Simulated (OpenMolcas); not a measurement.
**Rh5+: from CASSCF to CASPT2**

* Program: OpenMolcas 26.06
* Basis: ANO-R2 [7s5p4d2f1g]
* Scalar Hamiltonian: X2C, finite nucleus
* Active space: 4 electrons in 5 orbitals (4d)
* State averaging: 2S+1 = 5 even, 5 roots; 2S+1 = 3 even, 45 roots; 2S+1 = 1 even, 50 roots
* Spin-orbit coupling: state interaction with AMFI integrals over the reference wave functions, term energies averaged over their components

Methods on the same reference wave functions:
A. CASSCF
B. SS-CASPT2, IPEA 0.25 Eh, imaginary shift 0.1 Eh (closed shells correlated: 4s 4p)
C. MS-CASPT2, IPEA 0.25 Eh, imaginary shift 0.1 Eh (closed shells correlated: 4s 4p)

Energies in cm⁻¹ above 4d⁴ ⁵D₀.

```
            Level      A      B      C
          4d⁴ ⁵D₀    0.0    0.0    0.0
          4d⁴ ⁵D₁    622    674    674
          4d⁴ ⁵D₂   1665   1755   1754
          4d⁴ ⁵D₃   2969   3060   3060
          4d⁴ ⁵D₄   4438   4500   4500
       4d⁴ ³P₀(1)  21975  18550  18560
          4d⁴ ³H₄  22377  20240  20230
          4d⁴ ³H₅  23806  21840  21830
          4d⁴ ³H₆  24966  23090  23080
       4d⁴ ³P₁(1)  25072  21720  21720
4d⁴ ³F₃(1) [55 %]  26086  22890  22900
       4d⁴ ³F₂(1)  26602  23390  23400
4d⁴ ³F₄(1) [62 %]  27033  24090  24080
       4d⁴ ³P₂(1)  29279  25760  25750
   4d⁴ ³G₃ [55 %]  29894  26670  26660
   4d⁴ ³G₄ [67 %]  30411  27100  27090
          4d⁴ ³G₅  31306  28180  28180
          4d⁴ ¹I₆  35575  32800  32800
          4d⁴ ³D₃  36476  31150  31140
          4d⁴ ³D₂  36899  31730  31740
          4d⁴ ³D₁  37615  32340  32340
       4d⁴ ¹G₄(1)  38713  34880  34870
       4d⁴ ¹S₀(1)  43439  37330  37320
       4d⁴ ¹D₂(1)  45530  40320  40320
```

Between B and C the level of the table that moves most is 4d⁴ ³G₃ [55 %], by 14 cm-1 (lowest in C, highest in B). Moves below CASPT2's spread within the term are not significant.

From A to B the spin-free energies of the other terms of 4d⁴ shown, above ⁵D, scale by factors of 0.84 to 0.91, as is usual when dynamic correlation screens the repulsion within a d or f shell.

The lowest spin-free term lies below A's lowest term by 0.331 hartree in B, 0.331 hartree in C.

CASPT2 breaks the degeneracy within a term, and the mean is taken; among the terms shown or strongly mixed into the levels shown the widest spread is 1500 cm-1 (4d⁴ ¹I, C). Without dynamic correlation excited terms often stand tens of per cent too high (terms of higher spin than the ground term too low), and those without a measured partner can miss by more than the paired ones (holds for A). The CASPT2 spread within a term exceeds the gap to the next term for 4d⁴ ³D and 4d⁴ ¹I, 4d⁴ ¹I and 4d⁴ ¹G(1), so the order of their levels is uncertain (holds for C). Only configurations of the active space appear. The table leaves out levels that lie high or whose names do not pair safely across all columns.

A share in square brackets marks a mixed level and gives the weight of the term that names it, the lowest over the columns. A number in round brackets counts repeated terms of one configuration in the order of the reference energies.
